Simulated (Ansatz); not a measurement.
BrGeH (SMILES [GeH][Br]) moved off its minimum; all values from Ansatz (a quantum-chemistry and plane-wave program), cores frozen in correlated methods.
(charge 0, multiplicity 1)
```xyz
3

Ge    -0.7518    -0.6013     0.8463
H     -1.6682    -1.0767    -0.2953
Br     0.6849     0.5997    -0.7140
```

Forces at MP2/aug-cc-pVTZ (eV/Å):

| atom | Fx | Fy | Fz |
|---|---|---|---|
| Ge1 | 0.987 | 0.679 | 0.006 |
| H2 | -0.496 | -0.264 | -0.570 |
| Br3 | -0.491 | -0.415 | 0.564 |

Question: Give the forces (eV/Å), the total energy and the dipole at CCSD(T)/aug-cc-pVTZ.

Answer: 
```csv
atom,Fx,Fy,Fz
Ge1,0.985,0.656,0.163
H2,-0.570,-0.304,-0.651
Br3,-0.415,-0.352,0.488
```
Energy -4648.7703 hartree, dipole 2.30 D.

Doubts at one or more of the structures used: a restricted determinant that unrestricted orbitals would lower (CCSD(T)/aug-cc-pVTZ, MP2/aug-cc-pVTZ).
